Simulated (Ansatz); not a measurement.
An input meant for Zr(OH)2Cl2 (ZrCl2O2H2) (charge 0, singlet; atoms displaced at random, 0.08 Å in each coordinate).

```yaml
crystal:
  periodic: [false, false, false]
  atoms:
    - {symbol: Zr, position_ang: [-0.383925, -0.157184, -0.410192]}
    - {symbol: O, position_ang: [-0.475981, 0.129266, 1.617304]}
    - {symbol: H, position_ang: [-0.270586, 0.375077, 2.570788]}
    - {symbol: O, position_ang: [1.487063, -0.133606, -0.779974]}
    - {symbol: H, position_ang: [2.385590, -0.140476, -1.010852]}
    - {symbol: Cl, position_ang: [-1.393691, 1.959130, -1.228974]}
    - {symbol: Cl, position_ang: [-1.542999, -1.890374, -0.778911]}
basis:
  gaussian: {orbitals: def2-mTZVPP}
total_charge: 4
magnetization: {spin_polarized: true, initial_magnetization: 0}
hamiltonian: {xc: {name: wB97}}
scf: {omitted_lower_state_checks: [starts]}
output: {forces: true}
```

```sh
$ ansatz run in.yaml --threads 4 --pin off --events-out ev --progress --plain --max-ram 3916MiB
```

Shortened log:

```
Functional definition: wB97
1263 factors; their error is unknown
516 factors; integrals over basis functions are off by at most 2.0e-5 eV
mean field evaluation 1: about -30298.1939 eV, gradient 1.3e2 eV
mean field evaluation 2: about -29220.2655 eV, gradient 3.9e2 eV
mean field evaluation 4: about -30286.5563 eV, gradient 1.1e2 eV
mean field evaluation 8: about -30377.3420 eV, gradient 1.2e1 eV
mean field evaluation 16: about -30384.1305 eV, gradient 2.6e0 eV
mean field evaluation 32: about -30384.2276 eV, gradient 6.6e-6 eV
mean field -30384.22756144 eV, -1116.5997677139 hartree, gradient 8.1e-8 eV, S^2 2.017327; 0 other end points of the search recorded, 0 dependent functions left out
reference -30384.22754745 eV, -1116.5997671995 hartree; 30, 30 occupied and 115, 115 virtual orbitals, 1263 factors
Total energy: -30384.22754745 eV, -1116.5997671995 hartree
Atom 0 at    -0.383925    -0.157184    -0.410192 Å, force     0.341303     6.917222     1.355753 eV/Å
Atom 1 at    -0.475981     0.129266     1.617304 Å, force    -0.045630    -0.241054     0.635160 eV/Å
Atom 2 at    -0.270586     0.375077     2.570788 Å, force    -0.018901     0.294062     1.009610 eV/Å
Atom 3 at     1.487063    -0.133606    -0.779974 Å, force     0.029395    -0.209595     0.196450 eV/Å
Atom 4 at     2.385590    -0.140476    -1.010852 Å, force     5.029367     0.020002    -1.298093 eV/Å
Atom 5 at    -1.393691     1.959130    -1.228974 Å, force    -0.422397     0.703534    -0.352388 eV/Å
Atom 6 at    -1.542999    -1.890374    -0.778911 Å, force    -4.913138    -7.484171    -1.546492 eV/Å
Dipole moment:     0.786995    -0.101401     0.526119 e Å
Checks for a lower state left out: starts
```

In this input the charge is far from what the species holds (4 typed, 0 meant). Self-consistency was reached. The result belongs to that input, not to the species as meant.

In the def2 sets Zr takes a core potential; there is no spin–orbit coupling. The unrestricted singlet has broken spin symmetry (⟨S²⟩ up to 2.02).
